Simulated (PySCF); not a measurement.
**Partial charges of `CO/C([SiH3])=C\[SiH2]F`**

Species: C3H9FOSi2.
Atom-mapped SMILES: `[CH3:1][O:2]/[C:3]([SiH3:4])=[CH:5]\[SiH2:6][F:7]` (hydrogens: H8, H9, H10 on C1; H11, H12, H13 on Si4; H14 on C5; H15, H16 on Si6)

Geometry (GFN2-xTB, Å), atoms numbered from 1 in this order:
```xyz
16
C3H9FOSi2 angstrom
C     -0.115    1.871    0.883
O      0.848    0.852    0.987
C      0.655   -0.358    0.399
Si     2.212   -1.373    0.794
C     -0.390   -0.791   -0.316
Si    -2.022   -0.046   -0.842
F     -2.702   -1.203   -1.739
H      0.271    2.704    1.470
H     -1.078    1.553    1.287
H     -0.247    2.186   -0.155
H      2.088   -2.692    0.172
H      2.322   -1.492    2.248
H      3.370   -0.653    0.263
H     -0.277   -1.811   -0.667
H     -1.947    1.092   -1.754
H     -2.994    0.170    0.227
```

Density: PBE0/pcSseg-1 (PySCF); schemes: Mulliken, IAO, Hirshfeld and ESP-fitted. Isolated species at its GFN2-xTB geometry (one conformer only).

Question: Tabulate the Mulliken, IAO, Hirshfeld and ESP-fitted charges.

Answer: In e:

| atom | environment | Mulliken | IAO | Hirshfeld | ESP-fitted |
| --- | --- | --- | --- | --- | --- |
| C1 | methoxy carbon | -0.058 | -0.213 | -0.028 | -0.192 |
| O2 | ether oxygen | -0.480 | -0.323 | -0.099 | -0.201 |
| C3 | vinylic carbon bearing oxygen | -0.038 | -0.023 | -0.004 | +0.096 |
| Si4 | SiH3 silicon | +0.560 | +0.618 | +0.311 | +0.264 |
| C5 | alkene CH carbon | -0.511 | -0.570 | -0.197 | -0.436 |
| Si6 | fluorine-bound silicon | +0.912 | +1.078 | +0.404 | +0.662 |
| F7 | silicon-bound fluorine | -0.439 | -0.546 | -0.213 | -0.316 |
| H8 | methyl hydrogen | +0.141 | +0.173 | +0.063 | +0.138 |
| H9 | methyl hydrogen | +0.119 | +0.138 | +0.046 | +0.113 |
| H10 | methyl hydrogen | +0.121 | +0.142 | +0.046 | +0.122 |
| H11 | Si–H hydrogen | -0.100 | -0.121 | -0.071 | -0.060 |
| H12 | Si–H hydrogen | -0.080 | -0.111 | -0.072 | -0.059 |
| H13 | Si–H hydrogen | -0.080 | -0.111 | -0.072 | -0.059 |
| H14 | vinylic hydrogen | +0.151 | +0.176 | +0.045 | +0.173 |
| H15 | Si–H hydrogen | -0.112 | -0.153 | -0.080 | -0.123 |
| H16 | Si–H hydrogen | -0.110 | -0.154 | -0.081 | -0.122 |

Mean size of the charges over all atoms: IAO 0.291 e, Mulliken 0.251 e, ESP-fitted 0.196 e, Hirshfeld 0.115 e. Each set sums to the total charge, 0, to within 0.001 e. The Mulliken scheme counts on each atom the diagonal of the density matrix times the overlap matrix over that atom's basis functions. The ESP scheme is a least-squares fit of atom-centred charges to the potential on four shells outside the van der Waals surface, with the total charge fixed.

Lowest charge. The schemes don't all agree: Mulliken C5 (-0.511); IAO C5 (-0.570); Hirshfeld F7 (-0.213); ESP-fitted C5 (-0.436).

Highest charge. All schemes agree: Mulliken Si6 (+0.912); IAO Si6 (+1.078); Hirshfeld Si6 (+0.404); ESP-fitted Si6 (+0.662).

Question: How closely do the schemes follow one another over all atoms?

Answer: Correlation coefficient and root-mean-square difference: Mulliken with IAO 0.98, 0.080 e; IAO with Hirshfeld 0.98, 0.243 e; IAO with ESP-fitted 0.98, 0.161 e; Mulliken with Hirshfeld 0.97, 0.201 e; Mulliken with ESP-fitted 0.95, 0.134 e; Hirshfeld with ESP-fitted 0.94, 0.117 e.

Question: How many electrons does the ESP-fitted scheme count on F7?

Answer: Z − q = 9 − (-0.316) = 9.316.

These values come from a run that also computed NMR shieldings. On one thread, Arm Neoverse V1 (aarch64), no GPU, shared host with 64 logical CPUs at a one-minute load of 33, this took 23 s wall and 0.82 GiB of memory at its peak.
